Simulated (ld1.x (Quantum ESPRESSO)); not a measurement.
Varying the TM potential for Fe (Z = 26)

Base potential:

- Element: iron
- Generator: ld1.x (Quantum ESPRESSO) 7.5
- Type: norm-conserving Troullier–Martins (Kleinman–Bylander form)
- Functional: PBEsol
- Relativity: scalar-relativistic
- Frozen core: [Ar]
- Valence charge: 8
- Reference configuration: 3d6 4s1 4p1
- Partial waves: 4s (bound): rc 2.05 bohr; 3d (bound): rc 1.40 bohr; 4f channel at -0.05 Ry: rc 2.50 bohr; 4p (bound): rc 2.65 bohr
- Local potential: the p channel
- Core correction: none

Cutoffs, loose and tight: the cutoffs (Ry, on a coarse ladder) from which the occupation-weighted sum of valence levels, in a spherical-Bessel basis at the reference potential, stays within 10 and 1 mRy of its value at 400 Ry. They do not see the model core or the augmentation charge, which bear on the density cutoff. Test errors are all-electron minus pseudo excitation energies from the reference, over the configurations 3d6 4s2 4p0; 3d6 4s1 4p0; 3d6 4s0 4p0; 3d4 4s0 4p0; 3d6 4s0 4p2; 3d5 4s2 4p1; 3d7 4s0 4p0. A dash means not determined; rows that change the core or the reference have their own tests.

A true bound ghost makes a file unfit for plane-wave use even where its test errors are small: the radial tests pick states by their node count and pass the ghost by. Where a test does run into it, the solver fails or the error is huge.

On the changes marked as counting shells twice: ld1.x takes every shell without a wave as core, so the model core holds the marked electrons as well and exchange and correlation see them twice. This cancels in the reference configuration, but the file is broken for other ones, and its errors say nothing about a proper core correction.

| change | outcome | cutoff, loose | cutoff, tight | bound ghosts | largest test error (meV) |
| --- | --- | --- | --- | --- | --- |
| base | generated | 120 Ry | 200 Ry | s | -1592 |
| wave 4p (bound): rc 2.65 bohr becomes 4p (bound): rc 3.86 bohr | generated | 120 Ry | 200 Ry | s | -1725 |
| fully relativistic | generated | 120 Ry | 200 Ry | s | -1584 |
| core [Ne], valence charge 16; reference 3s2 3p6 3d6 4s2 4p0; waves now 3p (bound): rc 1.15 bohr; 3d (bound): rc 1.85 bohr; 4f channel at -0.05 Ry: rc 1.90 bohr; 3s (bound): rc 1.00 bohr; local potential the s channel; core correction Bessel-smoothed model core inside 0.85 bohr (4s counted twice) | generated, misses its reference levels by 0.17 eV | 140 Ry | 230 Ry | none | -2001 |
| type ultrasoft; waves now 4s (bound): rcut 1.80, rcutus 2.05 bohr; 4s channel at 0.65 Ry: rcut 1.80, rcutus 2.05 bohr; 4p (bound): rcut 2.30, rcutus 2.65 bohr; 4p channel at 1.55 Ry: rcut 2.30, rcutus 2.65 bohr; 3d (bound): rcut 1.20, rcutus 1.40 bohr; 3d channel at 1.1 Ry: rcut 1.20, rcutus 1.40 bohr; 4f channel at -0.05 Ry: rcut 2.15, rcutus 2.50 bohr; 4f channel at 0.8 Ry: rcut 2.15, rcutus 2.50 bohr; local potential all-electron potential smoothed inside 2.60 bohr (lloc = -1); augmentation PSQ, inside the norm-conserving radii | generated | 55 Ry | 90 Ry | none | -897 |
| local potential the s channel | generated | 120 Ry | 200 Ry | none | -1392 |
| wave 4f channel at -0.05 Ry: rc 2.50 bohr becomes 4f channel at -0.05 Ry: rc 2.38 bohr | generated | 120 Ry | 200 Ry | s | -1592 |
| wave 4f channel at -0.05 Ry: rc 2.50 bohr becomes 4f channel at 0.34 Ry: rc 2.50 bohr | generated | 120 Ry | 200 Ry | s | -1592 |
| core correction a·sin(br)/r model core inside 1.30 bohr | generated | 120 Ry | 200 Ry | s | -2261 |
| reference 3d6.5 4s1.5 4p0 | generated | 120 Ry | 200 Ry | s | -2414 over the solved tests; 2 of 7 tests not solved or not reliable |

Task: What comes out with this change to the base: all radii scaled by about 0.73 (s 1.48, p 1.92, d 1.02, f 1.82 bohr)?

Result: outcome: generated; cutoff, loose: 180 Ry; cutoff, tight: 260 Ry; bound ghosts: s; largest test error (meV): -2336.

Task: What comes out with this change to the base: wave 4s (bound): rc 2.05 bohr becomes 4s (bound): rc 1.28 bohr?

Result: outcome: generated; cutoff, loose: 160 Ry; cutoff, tight: 260 Ry; bound ghosts: s; largest test error (meV): -1864.

Task: What comes out with this change to the base: wave 3d (bound): rc 1.40 bohr becomes 3d (bound): rc 1.76 bohr?

Result: outcome: generated; cutoff, loose: 90 Ry; cutoff, tight: 140 Ry; bound ghosts: s; largest test error (meV): -1042.
